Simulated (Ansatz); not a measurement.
A structure relaxed at PBE0-D4/def2-TZVP, charge 0, multiplicity 1:

Cartesian coordinates in Å:
```
B -0.345 1.862 -1.844
C 0.186 1.036 -0.649
O 0.268 -0.346 -0.883
C 0.754 -1.081 0.222
Si -0.545 -1.411 1.569
H -0.412 3.049 -1.708
H -0.686 1.352 -2.868
H -0.458 1.269 0.222
H 1.173 1.448 -0.356
H 1.086 -2.049 -0.167
H 1.643 -0.597 0.655
H 0.086 -2.218 2.648
H -1.063 -0.151 2.168
H -1.688 -2.164 0.991
```

Question: Give its formula and SMILES.

Answer: C2H9BOSi, `BCOC[SiH3]`.

Question: Point group (tolerance 0.08 Å, 0.16 Å for H)?

Answer: C1.

Question: Summarise the bond lengths by kind.

Answer: 1 × B–C 1.546 Å; 2 × B–H 1.194 to 1.197 Å; 2 × C–O 1.404 to 1.413 Å; 4 × C–H 1.095 to 1.109 Å; 1 × C–Si 1.900 Å; 3 × H–Si 1.486 to 1.488 Å.

Computed with Ansatz.
